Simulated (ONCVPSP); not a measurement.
Transferability test, ONCV potential for Ti (Z = 22)

* Element: Ti
* Generator: ONCVPSP 4.0.1
* Type: optimised norm-conserving Vanderbilt (ONCV)
* Functional: PW91
* Relativity: scalar-relativistic
* Frozen core: [Ne]
* Valence charge: 12
* Reference configuration: 3s2 3p6 3d2 4s1 (charge +1)
* Partial waves: 3s+4s: rc 1.90 bohr, ncon 5, nbas 9, qcut 5.1 1/bohr, 2 projectors; 3p: rc 1.70 bohr, ncon 4, nbas 8, qcut 7.7 1/bohr, 1 projector; 3d: rc 1.60 bohr, ncon 4, nbas 8, qcut 8.4 1/bohr, 3 projectors, debl 0.7 Ha
* Local potential: polynomial inside 1.30 bohr (lpopt 2, dvloc0 0 Ha)
* Core correction: Teter function, fcfact 2.5, rcfact 1.2

Energies are relative to the spin-unpolarised reference configuration 3s2 3p6 3d2 4s1; without spin polarisation the order of configurations can differ from experiment.

| valence configuration | charge | ΔE all-electron (eV) | error AE − PS (meV) |
| --- | --- | --- | --- |
| 3s2 3p6 3d2 4s2 | 0 | -7.393 | +0.6 |
| 3s2 3p6 3d1 4s0 | +3 | 40.644 | +45 |
| 3s2 3p5 3d2 4s2 | +1 | 38.218 | -12 |

(1) What are ΔE and the potential's error for 3s2 3p6 3d2 4s0?

Answers

(1) ΔE = 13.592 eV all-electron; the error (AE − PS) is -1.6 meV.
